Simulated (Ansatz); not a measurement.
Basis sets compared for Sn₃F₄⁺. Charge 1, multiplicity 2. Geometry r2SCAN-D4/def2-SVP. Ansatz on 4 threads of Arm Neoverse V1 on a shared host; times are rough, and most runs start from earlier orbitals.

```xyz
7

Sn   -0.055   -2.029   -0.766
Sn   -2.111    0.495    0.091
Sn    1.282    0.908    0.399
F    -0.515    1.562   -0.752
F     0.962   -1.245    0.891
F     1.053   -0.371   -1.414
F    -0.616    0.681    1.550
```

In the def2 sets Sn takes a core potential; there is no spin–orbit coupling. Another isomer (doublet) lies 0.25 eV lower at PBE0-D4/def2-TZVP; other spin states weren't run for this one.

```
           level  functions  energy (Eh)  HOMO (eV)  LUMO (eV)  wall time
 PBE-D4/def2-SVP        134   -1041.6023      -9.29      -8.47      3.1 s
PBE0-D4/def2-SVP        134   -1041.6034     -10.22      -7.81      4.9 s
```

(1) Estimate the rows for PBE-D4/def2-TZVP (with forces), PBE0-D4/def2-TZVP.

Results:

(1) 
```
                         level  functions  energy (Eh)  HOMO (eV)  LUMO (eV)  wall time
PBE-D4/def2-TZVP (with forces)        274   -1042.1227      -9.37      -8.47        8 s
             PBE0-D4/def2-TZVP        274   -1042.1185     -10.27      -7.78       22 s
```
